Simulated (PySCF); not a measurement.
**Two-dimensional NMR puzzle**

Compound of formula C3H10O2Si2. Correlations simulated from computed shifts and the bond graph:

HSQC (one-bond C–H):
```
  δH    δC
4.41  91.6
4.36  91.6
1.85  22.6
```

COSY cross peaks (H two or three bonds apart, from the bond graph; peaks can be absent where the dihedral angle is near 90°):
```
  δH    δH
4.41  4.36
3.98  1.85
```

HMBC (two and three bonds, from the bond graph):
```
  δH           δC
4.82        166.0
4.41  166.0, 22.6
4.36  166.0, 22.6
3.98  166.0, 22.6
1.85  166.0, 91.6
```

Carbons without hydrogens: δ 166.0.

Theory: geometry: GFN2-xTB, NMR shieldings at PBE0/pcSseg-1/GIAO, in PySCF 2.14.0 with density-fitted response routines (one conformer, one averaged value for each set of equivalent atoms, gas phase, no relativistic terms).

Referencing at the same level of theory: TMS for 1H, 13C.

Exchangeable hydrogens are left out of these lists.

**Question.** Assemble the structure.

**Answer.** SMILES C=C(C[SiH3])O[SiH2]O.

Structure with atom numbers: `[CH2:1]=[C:2]([CH2:3][SiH3:4])[O:5][SiH2:6][OH:7]`. Hydrogens are named by the atom that carries them. Ha(C1) is cis to C3; Hb(C1) is trans to C3.

δC 166.0 is C2, an alkene carbon bearing oxygen. δC 91.6 is C1, a β carbon of an enol-ether or enamine type C=C (δH 4.36, 4.41). δC 22.6 is C3, an allylic sp3 CH2 bonded to Si (δH 1.85). HMBC from δH 4.82 reaches the proton-free carbon C2. HMBC from δH 4.41 reaches the proton-free carbon C2. HMBC from δH 4.36 reaches the proton-free carbon C2. HMBC from δH 3.98 reaches the proton-free carbon C2. COSY links 4.41–4.36, 3.98–1.85.

The data come from this structure; uniqueness wasn't tested.

OH and NH positions are those of a molecule without intermolecular hydrogen bonds; in solution they move with solvent, concentration and temperature, and exchange usually removes their couplings. Shifts are as computed. Against solution values, carbons near 30 ppm lie about +3 ppm off and those near 130 ppm about +5 ppm. Of 1211 compounds with measured shifts, 218 miss one by over three times the rms of a fit or turn the order of signals round; such compounds aren't used in these exercises.
